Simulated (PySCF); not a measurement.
Si(F)(NH2)3 (FH6N3Si), SMILES N[Si](F)(N)N.

Coordinates come from a PBE0-D3(BJ)/def2-SVP optimisation. One conformer was computed; it need not be the lowest.

These are PySCF with TDDFT-PBE/def2-SVPD values and carry that method's errors.

Vertical excitations. The molecule is in vacuum. State labels are in the subgroup Cs.

```tsv
state	symmetry	energy (eV)	λ (nm)	f	main pairs
S1	A"	5.32	233	0.028	HOMO→LUMO 100 %
S2	A'	5.91	210	0.017	HOMO−1→LUMO 100 %
S3	A'	6.39	194	0.045	HOMO−2→LUMO 92 %
S4	A"	6.59	188	0.013	HOMO→LUMO+2 99 %
S5	A'	6.66	186	0.041	HOMO→LUMO+1 91 %
S6	A"	7.14	174	0.001	HOMO−1→LUMO+1 100 %
S7	A'	7.23	172	0.026	HOMO−1→LUMO+2 99 %
S8	A"	7.30	170	0.003	HOMO→LUMO+3 98 %
S9	A"	7.45	166	0.007	HOMO→LUMO+4 98 %
S10	A'	7.50	165	0.000	HOMO→LUMO+5 99 %
T1	A"	5.14	241	0	HOMO→LUMO 100 %
T2	A'	5.75	216	0	HOMO−1→LUMO 99 %
T3	A'	6.18	201	0	HOMO−2→LUMO 84 %, HOMO→LUMO+1 16 %
T4	A'	6.41	193	0	HOMO→LUMO+1 84 %, HOMO−2→LUMO 16 %
```
Triplets are in the Tamm–Dancoff approximation, which puts them higher than full response would, so one can lie above its singlet here.
